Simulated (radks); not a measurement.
Values are calculated unless marked as measured or tabulated.
Problem. The mean radii <r> (bohr) of the occupied orbitals of an atom or ion are listed with their occupations. Code: a radial shooting solver on a logarithmic mesh with Libxc functionals. Model: Dirac Kohn-Sham, PBE, spin-unpolarised, spherical densities, finite nucleus; Fermi nuclear charge, rms radius of each element as measured or else 0.836 A^(1/3) + 0.57 fm.

| orbital | occ. | <r> |
|---|---|---|
| 1s1/2 | 2 | 0.02318 |
| 2s1/2 | 2 | 0.09847 |
| 2p1/2 | 2 | 0.08246 |
| 2p3/2 | 4 | 0.08898 |
| 3s1/2 | 2 | 0.2602 |
| 3p1/2 | 2 | 0.2499 |
| 3p3/2 | 4 | 0.2624 |
| 3d3/2 | 4 | 0.2340 |
| 3d5/2 | 6 | 0.2379 |
| 4s1/2 | 2 | 0.5890 |
| 4p1/2 | 2 | 0.6029 |
| 4p3/2 | 4 | 0.6302 |
| 4d3/2 | 4 | 0.6690 |
| 4d5/2 | 6 | 0.6784 |
| 5s1/2 | 2 | 1.350 |
| 5p1/2 | 2 | 1.478 |
| 5p3/2 | 4 | 1.547 |
| 4f5/2 | 0.857143 | 0.8298 |
| 4f7/2 | 1.14286 | 0.8362 |
| 5d3/2 | 0.4 | 1.997 |
| 5d5/2 | 0.6 | 2.025 |
| 6s1/2 | 1 | 3.048 |

Name the element and its charge. Open shells, if any, are shared by 2j + 1.

Solution. Z = 61, promethium, charge +3: Pm3+ in [Xe] 4f2 5d1 6s1. The 1s radius gives Z: for a bare nucleus <r> = (2 gamma + 1)/(2Z) with gamma = sqrt(1 - (Z/c)^2), 0.02288 bohr for Z = 61, and screening makes it slightly larger (0.02318 here). The occupations add up to 58, and the charge is Z minus that.
